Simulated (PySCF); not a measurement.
## Frontier orbitals and the lowest excitations

Species: C₆H₁₁O₂P.
SMILES with atom numbers: `[O:1]=[P@@H:2]([CH2:3][OH:4])[C:5]1=[CH:6][CH2:7][CH2:8][CH2:9]1` (hydrogens: H10 on P2; H11, H12 on C3; H13 on O4; H14 on C6; H15, H16 on C7; H17, H18 on C8; H19, H20 on C9)

Theory: TDDFT B3LYP/def2-SVPD, vertical, gas phase, core orbitals frozen in the response in PySCF. Geometry: PBE0-D3(BJ)/def2-SVP, one conformer, isolated molecule.

Frontier orbitals with the atoms that hold most of them (Löwdin shares over 4%, at most four atoms; ? is withheld):

| orbital | ε (eV) | atoms |
| --- | --- | --- |
| LUMO+2 | 0.45 | P2 18%, O4 13%, C3 13%, O1 13% |
| LUMO+1 | 0.09 | C6 13%, C7 11%, C8 8%, C9 8% |
| LUMO | -1.16 | ? |
| HOMO | ? | ? |
| HOMO-1 | -7.69 | O1 32%, C5 15%, C6 12%, O4 8% |
| HOMO-2 | -7.92 | O1 59%, P2 14%, C5 9% |
| HOMO-3 | -8.28 | O4 41%, O1 28%, C3 12%, P2 5% |

Question: Which atoms hold the HOMO, and with what shares?

Answer: O4 (bonded to C and H) 21%; O1 (bonded to P) 14%; C6 (bonded to 2 C and H) 13%; C5 (bonded to 2 C and P) 12%. By element: oxygen 36%, carbon 25% or more.

Question: Which atoms hold the LUMO, and with what shares?

Answer: C6 (bonded to 2 C and H) 33%; C5 (bonded to 2 C and P) 26%; P2 (bonded to 2 C, O and H) 10%; C7 (bonded to 2 C and 2 H) 6%. By element: carbon 64% or more, phosphorus 10%.

Question: What is the HOMO energy, and the HOMO–LUMO gap?

Answer: ε(HOMO) = -7.31 eV; the gap is 6.15 eV (0.2259 hartree).

Question: How does S1 compare with the orbital gap of 6.15 eV?

Answer: S1 is at 5.39 eV (f = 0.030), 0.76 eV below the gap, made of HOMO→LUMO (72%), HOMO-1→LUMO (25%). Without the coupling terms of the response equations the lowest excitation would equal the gap.

Question: One configuration dominates each of S1, S2, S5 and S7. Which, and how do the shares of the two leading atoms of either orbital change from the occupied to the empty one?

Answer: 
- S1 (5.39 eV, f 0.030), HOMO→LUMO (72%): O4 21% → at most 6%, O1 14% → at most 6%, C6 13% → 33%, C5 12% → 26%
- S2 (5.67 eV, f 0.020), HOMO-2→LUMO (80%): O1 59% → at most 6%, P2 14% → 10%, C6 at most 4% → 33%, C5 9% → 26%
- S5 (6.60 eV, f 0.019), HOMO→LUMO+1 (89%): O4 21% → at most 8%, O1 14% → at most 8%, C6 13% → 13%, C7 at most 12% → 11%
- S7 (6.97 eV, f 0.0032), HOMO-1→LUMO+1 (71%): O1 32% → at most 8%, C5 15% → at most 8%, C6 12% → 13%, C7 at most 9% → 11%

Löwdin shares depend on the basis, the more so with diffuse functions.

Hardware: one thread of an Intel Xeon Platinum 8259CL at 2.50 GHz (shared host). Cost: 11 min wall, 1.2 GiB resident at most.
